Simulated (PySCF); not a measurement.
**Molecular orbitals of GaO⁻**

PBE0 at R = 1.731 Å; PySCF, scalar-relativistic core potentials, basis sets Ga aug-cc-pVDZ-PP with ECP10, O aug-cc-pVDZ. State: ¹Σ⁺ (singlet), closed shell. Only the outer orbitals are listed, counted within each symmetry, core potentials removing the inner ones.

```csv
orbital,occ.,ε (eV),on Ga (%),main shells (%)
6σ,2,-4.18,59,"58 Ga s, 38 O p"
3π,2,-1.23,13,"86 O p, 12 Ga p"
3π,2,-1.23,13,"86 O p, 12 Ga p"
7σ,2,-0.60,60,"38 O p, 36 Ga s, 24 Ga p"
4π,0,3.10,100,99 Ga p
4π,0,3.10,100,99 Ga p
8σ,0,3.11,87,"80 Ga p, 18 O s"
```

Which are the highest filled and the lowest empty level, where do they sit, and how wide is the gap?

Highest filled 7σ at -0.60 eV (in %: 38 O p, 36 Ga s, 24 Ga p); lowest empty 4π at 3.10 eV (in %: 99 Ga p); the gap at PBE0 is 3.70 eV. An empty level above zero is unbound, and its energy depends on the basis.

```json
{
  "bond order (Mayer)": "1.39",
  "⟨S²⟩": "0.000",
  "charge on Ga (Mulliken, basis-dependent)": "0.06",
  "charge on Ga (Löwdin, basis-dependent)": "0.09",
  "dipole moment (positive dipole points towards O; it is taken about the centre of mass and depends on that origin)": "-3.19 D",
  "polarisability along the bond": "93.3 bohr³",
  "polarisability across the bond": "72.5 bohr³"
}
```
